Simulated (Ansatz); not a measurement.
C$_{3}$H$_{8}$Si$_{2}$, SMILES `[SiH3]C=C=C[SiH3]` at its PBE0-D4/def2-TZVP geometry, where that method's forces vanish. The species carries charge 0 and has multiplicity 1.

```xyz
13

Si   -1.6632   -1.7757    0.6995
C     0.1486   -1.4084    0.4986
C     0.5571   -0.4605   -0.2943
C     0.9204    0.5248   -1.0633
Si    1.0872    2.2519   -0.3950
H    -1.9595   -3.1744    0.2886
H    -2.0648   -1.6256    2.1239
H    -2.4401   -0.8322   -0.1416
H     0.8896   -1.9881    1.0465
H     1.1270    0.3207   -2.1125
H     0.7313    2.2458    1.0453
H     2.4810    2.7433   -0.5650
H     0.1856    3.1786   -1.1307
```

Question: What forces (eV/Å) does ωB97M-V/def2-TZVPP give on these atoms in Ansatz? (Best estimate.)

Answer: Computed: 
```
Si1 -0.179 -0.048  0.031
C2   0.012 -0.108  0.089
C3   0.012 -0.009 -0.005
C4   0.042  0.060 -0.120
Si5  0.021  0.180  0.054
H6   0.035  0.169  0.047
H7   0.048 -0.017 -0.172
H8   0.092 -0.101  0.091
H9  -0.034  0.077 -0.069
H10 -0.027 -0.025  0.102
H11  0.038 -0.006 -0.160
H12 -0.167 -0.060  0.023
H13  0.107 -0.112  0.090
```
